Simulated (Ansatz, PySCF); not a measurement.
In(Me)(NH2)2 (CH₇InN₂), SMILES [CH3][In]([NH2])[NH2].

The structure is a stationary point at PBE-D3(BJ)/def2-SVP. The def2 effective core potentials stand for the cores of In; spin–orbit coupling is left out. The values are those of a single conformer.

Vertical ionisation energy (IE) and electron affinity (EA) in eV. Rows of orbital energies are one-electron estimates. Where ΔSCF, EOM or ADC give a negative EA the extra electron is unbound and the value depends on the basis.

```json
[
 {"level": "−ε(HOMO), −ε(LUMO), ωB97X/def2-TZVP (PySCF)", "IE": "8.97", "EA": "-1.02"},
 {"level": "−ε(HOMO), −ε(LUMO), PBE/def2-TZVP (PySCF)", "IE": "5.20", "EA": "1.50"},
 {"level": "ΔSCF, CAM-B3LYP/def2-SVPD (Ansatz), final states of multiplicity 2 and 2", "IE": "8.80", "EA": "-0.32"},
 {"level": "ΔSCF, PBE/def2-SVPD (Ansatz), final states of multiplicity 2 and 2", "IE": "8.26", "EA": "-0.18"}
]
```

### Question
What vertical singlet–triplet gap does ΔSCF give with CAM-B3LYP/def2-SVPD (Ansatz, an electronic-structure program) and with PBE/def2-SVPD (Ansatz)? (The exact figures need the calculation; the answer reports its results.)

### Answer
4.36 and 3.74 eV (triplet above singlet where positive).
